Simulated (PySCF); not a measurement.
C2H8OSSi, SMILES O(C)C[SiH2]S, GFN2-xTB optimised geometry.

```
13

C      2.08    -0.62     0.00
O      0.68    -0.62     0.00
C      0.12     0.68     0.00
Si    -1.77     0.41     0.08
S     -2.29    -0.94    -1.49
H      2.48    -0.11    -0.89
H      2.48    -0.11     0.89
H      2.40    -1.66     0.00
H      0.43     1.23    -0.90
H      0.47     1.25     0.87
H     -2.48     1.66    -0.19
H     -2.12    -0.18     1.37
H     -1.13    -1.58    -1.47
```

Density from PBE0/def2-TZVP in PySCF at that geometry.

Minimum of the electron density along straight lines between bonded atoms, close to the bond critical point (lines longer than 1.1 times the sum of covalent radii, or with two minima, are not listed):

```tsv
bond	length / Å	ρ at the minimum / e bohr⁻³	∇²ρ there / e bohr⁻⁵	position (fraction from the first atom)
C1–O2	1.403	0.267	-0.58	0.35
O2–C3	1.415	0.260	-0.55	0.65
C3–Si4	1.905	0.119	…	0.62
Si4–S5	2.139	0.099	0.10	0.36
C1–H6	1.097	0.280	-0.97	0.64
C1–H7	1.097	0.280	-0.98	0.64
C1–H8	1.088	0.287	-1.02	0.65
C3–H9	1.099	0.276	-0.94	0.64
C3–H10	1.098	0.277	-0.94	0.64
Si4–H11	1.457	0.127	0.19	0.49
Si4–H12	1.459	0.127	0.18	0.49
S5–H13	1.324	…	…	0.64
```

**Question.** Fill in the missing entries.

**Answer.** 
- C3–Si4, ∇²ρ there / e bohr⁻⁵: 0.16
- S5–H13, ρ at the minimum / e bohr⁻³: 0.221
- S5–H13, ∇²ρ there / e bohr⁻⁵: -0.66
